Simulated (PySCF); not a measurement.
# Solvent effects on NMR parameters

Geometry:
```csv
atom,x (Å),y (Å),z (Å)
Cl1,-0.439,2.781,0.143
C2,-0.167,1.080,0.044
C3,-1.243,0.199,-0.019
C4,-0.959,-1.164,-0.097
N5,0.272,-1.666,-0.114
C6,1.286,-0.808,-0.053
C7,1.132,0.576,0.027
H8,-2.270,0.567,-0.008
H9,-1.784,-1.884,-0.147
H10,2.295,-1.237,-0.069
H11,1.993,1.243,0.074
```

GIAO PBE0/pcSseg-1 in PySCF 2.14 on one PBE0-D3(BJ)/def2-SVP conformer, non-relativistic, equivalent nuclei averaged. Solvents enter as an IEF-PCM continuum (chloroform with ε = 4.7, acetone with ε = 20.5) around the gas-phase geometry. Shifts are referred to TMS computed in the same medium.

Gas phase, δ in ppm: C4/C6 156.5, C2 155.0, C3/C7 129.4, H9/H10 8.67, H8/H11 7.21. Dipole moment 0.72 D.

Problem. How does each δ change in the continuum?

Solution. 
| atoms | environment | Δδ, chloroform | Δδ, acetone |
| --- | --- | --- | --- |
| C4/C6 | aromatic CH next to a ring nitrogen | +1.1 | +1.5 |
| C2 | aromatic carbon bearing chlorine | +1.2 | +1.7 |
| C3/C7 | aromatic CH | +1.8 | +2.5 |
| H9/H10 | hydrogen on an aromatic CH next to a ring nitrogen | +0.07 | +0.09 |
| H8/H11 | hydrogen on an aromatic CH | +0.26 | +0.35 |

Changes are relative to the gas phase. The dipole moment becomes 0.95 D in chloroform, 1.05 D in acetone.

Problem. Which nuclei move most (in ppm), and what does the model miss?

Solution. C3/C7 (aromatic CH, +2.5 ppm) in acetone. A continuum only polarises the solute; specific hydrogen bonds, the anisotropy of aromatic solvents and changes of geometry or conformer are outside it.
